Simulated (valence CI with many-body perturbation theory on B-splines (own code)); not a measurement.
Values are calculated unless marked as measured or tabulated.
# Eu⁵⁷⁺: magnetic and hyperfine properties of the levels

Level of theory: configuration interaction combined with many-body perturbation theory (CI+MBPT): four valence electrons over a frozen Dirac-Fock core [He], a basis of 11 s, 11 p, 9 d, 7 f, 5 g, 2 h, 1 i functions for each j, with the one-electron correlation potential Σ1, the two-electron term Σ2, the three-electron term Σ3, Breit, model QED; selected CI, second order for the rest (own B-spline code, finite nucleus).

No measured spectrum was set against this ion. As an estimate, large intervals hold to a few tenths of a per cent, small ones and those within an open d or f shell to about a per cent. Among the levels kept, up to 260 cm⁻¹ of a level comes from second order outside the variational space, and about a tenth of that is noise between levels of different J, which matters for small intervals.

A/g_I is the dipole constant over the nuclear g factor μ/I (μ in nuclear magnetons, uniformly magnetised nucleus), B/Q the quadrupole constant per barn. Both hold the static response of the core; the bare values leave it out. Large factors of s and p1/2 electrons are usually good to 5 to 10 %; those of open d and f shells near neutrality can be off by tens of per cent, and small factors of p3/2, d and f electrons come from cancelling terms and can be off by a factor of two or in sign, in half-filled shells by more. B is blank for J = 1/2, where it vanishes, and for nearly pure S terms. Energies count from the lowest level. Levels with J = 0 are left out.

Levels are named by their leading jj configuration (3d3/2^4 stands for four electrons in 3d with j = 3/2), which in mixed levels can hold well under half, so a name can repeat and another be missing. Letters in brackets count levels of one name in rising energy.

| Level | E (eV) | g | A/g_I (MHz) | A/g_I bare | B/Q (MHz/b) | B/Q bare |
| --- | --- | --- | --- | --- | --- | --- |
| (2s^2 2p1/2 2p3/2) J=1 | 672.9 | 1.477 | -308000 | -288000 | 485000 | 486000 |
| (2s^2 2p1/2 2p3/2) J=2 | 690.2 | 1.150 | 1300000 | 1310000 | 889000 | 891000 |
| (2s 2p1/2^2 2p3/2) J=2 | 907.0 | 1.526 | 3210000 | 3190000 | 905000 | 906000 |
| (2s 2p1/2^2 2p3/2) J=1 | 979.3 | 1.103 | -2230000 | -2170000 | 577000 | 578000 |
| (2s^2 2p3/2^2) J=2 | 1379.7 | 1.297 | 507000 | 519000 | 78200 | 78300 |
| (2s 2p1/2 2p3/2^2) J=2 [a] | 1557.3 | 1.551 | 2330000 | 2320000 | 225000 | 225000 |
| (2s 2p1/2 2p3/2^2) J=3 | 1597.5 | 1.305 | 2870000 | 2850000 | -3020 | -3050 |
| (2s 2p1/2 2p3/2^2) J=1 [a] | 1663.4 | 1.300 | -2310000 | -2260000 | -391000 | -391000 |
| (2s 2p1/2 2p3/2^2) J=2 [b] | 1673.5 | 1.058 | -143000 | -116000 | -154000 | -154000 |
| (2s 2p1/2 2p3/2^2) J=1 [b] | 1677.0 | 1.319 | 6810000 | 6750000 | 207000 | 207000 |
| (2p1/2^2 2p3/2^2) J=2 | 1922.4 | 1.319 | 468000 | 492000 | 73000 | 73100 |
| (2s 2p3/2^3) J=2 | 2315.5 | 1.427 | 3270000 | 3250000 | -984000 | -986000 |
| (2s 2p3/2^3) J=1 | 2385.2 | 1.176 | -2270000 | -2220000 | -392000 | -392000 |
| (2p1/2 2p3/2^3) J=1 | 2607.2 | 1.478 | -343000 | -307000 | -481000 | -482000 |
| (2p1/2 2p3/2^3) J=2 | 2624.9 | 1.128 | 1300000 | 1310000 | -1040000 | -1040000 |
| (2s^2 2p1/2 3s) J=1 | 7162.6 | 1.313 | 3550000 | 3520000 | -13000 | -13000 |
| (2s^2 2p1/2 3p1/2) J=1 | 7229.4 | 0.644 | 2440000 | 2430000 | -3160 | -3160 |
| (2s 2p1/2^2 3s) J=1 | 7368.6 | 2.008 | 6990000 | 6910000 | 14900 | 14900 |
| (2s 2p1/2^2 3p1/2) J=1 | 7446.6 | 1.366 | 6130000 | 6070000 | -4360 | -4360 |
| (2s^2 2p1/2 3p3/2) J=2 | 7447.3 | 1.152 | 1050000 | 1050000 | 275000 | 276000 |
| (2s^2 2p1/2 3p3/2) J=1 | 7450.3 | 1.527 | -370000 | -364000 | 128000 | 128000 |
| (2s^2 2p1/2 3d3/2) J=2 | 7501.9 | 0.748 | 1010000 | 1000000 | 60100 | 60600 |
| (2s^2 2p1/2 3d3/2) J=1 | 7526.0 | 0.837 | -712000 | -709000 | 20600 | 20800 |
| (2s^2 2p1/2 3d5/2) J=2 | 7568.9 | 1.282 | -544000 | -541000 | 52300 | 52700 |
| (2s^2 2p1/2 3d5/2) J=3 | 7572.5 | 1.099 | 655000 | 652000 | 46900 | 47500 |
| (2s 2p1/2^2 3p3/2) J=2 | 7660.7 | 1.515 | 2920000 | 2890000 | 269000 | 269000 |
| (2s 2p1/2^2 3p3/2) J=1 | 7665.5 | 1.125 | -2670000 | -2630000 | 143000 | 143000 |
| (2s 2p1/2^2 3d3/2) J=1 | 7714.6 | 0.457 | -2760000 | -2730000 | 23000 | 23200 |
| (2s 2p1/2^2 3d3/2) J=2 | 7720.0 | 1.134 | 2820000 | 2790000 | 45600 | 46000 |
| (2s 2p1/2^2 3d5/2) J=3 | 7779.3 | 1.342 | 1940000 | 1920000 | 40500 | 41100 |
| (2s 2p1/2^2 3d5/2) J=2 | 7795.2 | 1.019 | -1760000 | -1740000 | 34100 | 34600 |

Q: Take the isotope of mass number 153, with I = 5/2, μ = 1.5294 μN and Q = 2.41 b. What is the hyperfine structure of (2s^2 2p1/2 2p3/2) J=2?

A: From the table A = 797000 MHz, B = 2140000 MHz. Shifts from the centre of gravity in MHz: F = 1/2: -4080000, F = 3/2: -3850000, F = 5/2: -2930000, F = 7/2: -511000, F = 9/2: 4520000.
